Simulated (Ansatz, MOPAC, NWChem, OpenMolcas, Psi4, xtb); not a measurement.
## A ladder of methods for CHClGaNO (SMILES O=C=[N][GaH][Cl])

The runs start from one conformer, not always the lowest.

CHClGaNO, singlet, SMILES `O=C=[N][GaH][Cl]`. Each level relaxes the structure for itself.

Quantity: the highest harmonic wavenumber at each level's own minimum, in cm⁻¹. The values are calculated.

```csv
level,kind,program,value (cm⁻¹)
AM1,semi-empirical,MOPAC,2438
PM6-DH+,semi-empirical,MOPAC,2411
GFN2-xTB,semi-empirical,xtb,2469
GFN1-xTB,semi-empirical,xtb,2432
HF/3-21G,Hartree–Fock,OpenMolcas,2495
HF/6-31G* (Cartesian functions),Hartree–Fock,OpenMolcas,2497
"B3LYP-D3(BJ)/6-31G*/LANL2DZ (core potential, spherical functions)",global hybrid,NWChem,2375
PBE0-D4/def2-TZVP,global hybrid,Ansatz,2362
PBE0-D4/def2-SVP (density fitting),global hybrid,Psi4,2457
```

All-electron rows without a relativistic Hamiltonian named are non-relativistic, while core potentials hold scalar relativity, so basis and relativity change together. Harmonic and unscaled. The values span 2362 to 2497 cm⁻¹.
